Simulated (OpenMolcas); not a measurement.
## Cl2+: effect of the IPEA shift

* Program: OpenMolcas 26.06
* Basis: ANO-RCC-VDZP [4s3p1d]
* Scalar Hamiltonian: DKH2, point nucleus
* Active space: 5 electrons in 4 orbitals (3s 3p)
* State averaging: 2S+1 = 4 odd, 1 root; 2S+1 = 2 odd, 11 roots; 2S+1 = 4 even, 3 roots; 2S+1 = 2 even, 9 roots
* Spin-orbit coupling: RASSI with atomic mean-field integrals over the reference wave functions, term energies averaged over their components

Methods on the same reference wave functions:
A. CASSCF
B. MS-CASPT2, IPEA 0 Eh, imaginary shift 0.1 Eh (closed shells correlated: 2s 2p)
C. MS-CASPT2, IPEA 0.25 Eh, imaginary shift 0.1 Eh (closed shells correlated: 2s 2p)

Energies in eV above 3s² 3p³ ⁴S°_3/2, the measured ground level; measured values from Moore, Atomic Energy Levels, vol. I, NSRDS-NBS 35 (1971 reprint of NBS Circular 467, 1949).

| Level | A | B | C | Measured |
| --- | --- | --- | --- | --- |
| 3s² 3p³ ⁴S°_3/2 | 0.0000 | 0.0000 | 0.0000 | 0.0000 |
| 3s² 3p³ ²D°_3/2 | 2.7985 | 2.627 | 2.586 | 2.2383 |
| 3s² 3p³ ²D°_5/2 | 2.8074 | 2.634 | 2.593 | 2.2466 |
| 3s² 3p³ ²P°_1/2 | 3.8749 | 4.053 | 3.965 | 3.6962 |
| 3s² 3p³ ²P°_3/2 | 3.8826 | 4.058 | 3.971 | 3.7080 |
| 3s 3p⁴ ⁴P_5/2 | 13.1829 | 12.618 | 12.720 | 12.2149 |
| 3s 3p⁴ ⁴P_3/2 | 13.2576 | 12.693 | 12.795 | 12.2906 |
| 3s 3p⁴ ⁴P_1/2 | 13.3010 | 12.736 | 12.838 | 12.3333 |
| 3s 3p⁴ ²D_3/2 | 18.6732 | 16.194 | 16.954 |  |
| 3s 3p⁴ ²D_5/2 | 18.6744 | 16.196 | 16.956 |  |
| 3s 3p⁴ ²S_1/2 | 21.4491 | 19.782 | 20.498 |  |
| 3s 3p⁴ ²P_3/2 | 23.8976 | 21.628 | 22.230 |  |
| 3s 3p⁴ ²P_1/2 | 23.9871 | 21.718 | 22.320 |  |
| 3p⁵ ²P°_3/2 | 36.5242 | 32.768 | 33.117 |  |
| 3p⁵ ²P°_1/2 | 36.6542 | 32.898 | 33.247 |  |

Deviations, from unrounded energies. A percentage is the sum of absolute deviations over the sum of measured energies, with the sign that they share, or ± where signs differ.

```
                        Against measurement  Levels      A      B      C
             mean absolute deviation (cm-1)       7   5000   3100   3200
other terms of the ground configuration (%)       4  +12.4  +12.5  +10.3
                   other configurations (%)       3   +7.9   +3.3   +4.1
```

B, C lie about equally close to measurement and A furthest from it. The largest miss of B in the table is 3s 3p⁴ ⁴P_5/2, by +3300 cm-1. The ranking rests on the paired levels alone, and a cruder setting can come out closer through cancelling errors.

Between B and C the level of the table that moves most is 3s 3p⁴ ²D_3/2, by 6100 cm-1 (lowest in B, highest in C). Moves below CASPT2's spread within the term are not significant.

The mean deviations of B to C differ by less than CASPT2's widest spread within a term (1500 cm-1), so their order carries little weight.

From A to B the spin-free energies of the other terms of 3s² 3p³ shown, above ⁴S°, scale by factors of 0.94 to 1.05.

The lowest spin-free term lies below A's lowest term by 0.088 hartree in B, 0.077 hartree in C.

CASPT2 does not keep the components of a term degenerate, so their means are used; among the terms shown or strongly mixed into the levels shown the widest spread is 1500 cm-1 (3s 3p⁴ ²D, B). Over all roots computed the reference weight is 0.81 to 0.96 in B, 0.88 to 0.97 in C; the roots of lowest weight are the least certain, and an intruder state may touch them. Terms of s pⁿ other than that of highest spin mix with s² pⁿ⁻² d, which this space lacks; all of them can be thousands of cm-1 off, and some have no real level of that name. Some terms miss by over 15 % even with CASPT2, which points to a basis or an active space too small for the shells correlated (holds for B; C). Measured partners are found by configuration, term and J. A level has none where our copy of the source lacks it or the pairing is in doubt (some pairs that miss far off the trend of their configuration count as doubtful), and it then counts in no deviation. Levels of configurations outside the active space are missing.

° marks odd parity.
